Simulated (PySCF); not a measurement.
CoCl₃, quintet: molecular constants

Level of theory: PySCF, UB3LYP, basis Co def2-SVP, Cl def2-SVP (no relativity, density fitting).

The structure is a minimum.

Z-matrix (Å, degrees; charge 0 multiplicity 5):
```
Co
Cl 1 2.1209
Cl 1 2.1209 2 120.00
Cl 1 2.1209 2 120.00 3 180.00
```

* Point group: D3h
* Bond lengths: Co–Cl 2.121 Å (×3)
* Bond angles: Cl–Co–Cl 120.0° (×3)
* Principal polarisabilities: 26.3, 79.7, 79.8 bohr³
* Lowest empty level (β): -5.29 eV
* Enthalpy at 298.15 K above 0 K: 17.88 kJ/mol
* Zero-point energy: 9.5 kJ/mol
* Heat capacity Cp at 298.15 K: 75.5 J/(mol K)
* Atomisation energy without zero-point energy: 925 kJ/mol
* Highest occupied level (β): -8.60 eV
* Rotational constants: 0.07144, 0.07144, 0.03572 cm⁻¹
* Dipole moment: 0.00 D
* Entropy at 298.15 K and 1 bar (electronic part: spin only): 343.3 J/(mol K)
* Rotational symmetry number: 6
* Principal quadrupole moments (Buckingham, traceless) about the centre of mass: -2.44, -2.44, 4.89 D Å
* Spin squared ⟨S²⟩: 6.009

Harmonic modes (masses in u: Co 58.933, Cl 34.969):
```
symmetry  ω (cm⁻¹)  IR (km/mol, summed over degenerate members)  μ (u)
    a2''       106                                         11.7  47.28
      e'       109                                          1.2  37.45
     a1'       353                                          0.0  34.97
      e'       456                                          147  43.39
```

In D3h the vibrations span a2'' + 2e' + a1'. The a1' mode carries no infrared intensity, as symmetry demands.

Charges (e):
| atom | Mulliken | Löwdin | polar tensor | spin (Mulliken) | Mayer order to Co1 |
| --- | --- | --- | --- | --- | --- |
| Co1 | 0.56 | 0.18 | 1.25 | 2.83 | – |
| Cl2,3,4 | -0.19 | -0.06 | -0.42 | 0.39 | 1.23 |

Mulliken populations on Co1: s 6.58, p 12.73, d 7.13, f 0.00.

Outer orbital energies (eV). α occupied: -10.32, -10.32, -9.85, -9.23, -9.22, -9.22, -8.81, -8.81; empty: -0.40, 0.93, 2.51, 4.83. β occupied: -10.94, -9.84, -9.65, -9.65, -9.46, -9.46, -9.33, -8.60; empty: -5.29, -5.29, -5.18, -5.18.

Formally Co is in oxidation state +3, d6, with 4 unpaired electrons (the high-spin count). The Mulliken spin on Co is 2.83. The polar-tensor charge on Co, 1.25, is far below the formal one.

Only a few start shapes were tried, so a lower isomer may exist. Open d and f shells are described by one determinant, and the ground state may have another occupation or spin.

The final relaxation and frequency run took of the order of 80 core-seconds on a shared host.
